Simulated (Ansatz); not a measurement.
`F[SiH2][SnH3]` + HI → `F[SiH2]I` + `[SnH4]` at 400 K and 1 bar (cleavage of the Si–Sn bond).

Calculated with Ansatz (gas phase, PBE0-D4/def2-TZVP geometries, no zero-point term in ΔE). CCSD(T)/CBS is the MP2 limit (def2-TZVPP, def2-QZVPP) plus CCSD(T) − MP2 in def2-TZVPP, frozen cores. def2 core potentials past Kr. For I, Sn outer-core shells are correlated without core-valence functions, which leaves a few kJ/mol of doubt a bond.

| species | CCSD(T)/CBS energy (Eh) | H − E (kJ/mol) | S (J/(mol·K)) |
| --- | --- | --- | --- |
| `F[SiH2][SnH3]` | -605.93962 | 134.4 | 369.4 |
| HI | -298.03592 | 25.7 | 215.0 |
| `F[SiH2]I` | -687.61044 | 74.8 | 320.4 |
| `[SnH4]` | -216.39156 | 85.2 | 244.6 |

H − E and S are ideal-gas, rigid-rotor, harmonic terms from PBE0-D4/def2-TZVP. 1 Eh = 2625.50 kJ/mol, R = 8.31446 J/(mol·K).

Question: By hand: ΔE, ΔH, ΔS and ΔG.

Answer: ΔE = (-687.61044) + (-216.39156) − (-605.93962) − (-298.03592) = -0.02646 Eh = -69.5 kJ/mol. Δ(H − E) = 74.8 + 85.2 − 134.4 − 25.7 = -0.1, so ΔH = -69.6 kJ/mol. ΔS = 320.4 + 244.6 − 369.4 − 215.0 = -19.4 J/(mol·K). ΔG = -69.6 − 400 × (-19.4)/1000 = -61.8 kJ/mol.

Question: By hand: the equilibrium constant, and the temperature at which ΔG would vanish if ΔH and ΔS stayed fixed.

Answer: log₁₀ K = −ΔG/(RT ln 10) = 8.1. ΔG = 0 at ΔH/ΔS = 3588 K, far beyond where these terms or the molecules hold.

ΔH outweighs TΔS. A doubt of 5 kJ/mol in ΔE shifts log₁₀ K by 0.7 here. These are equilibria of isolated gas molecules and say nothing of rates. Largest T1 diagnostic: 0.013 (customary marks: 0.02 for closed shells, 0.045 for open ones).
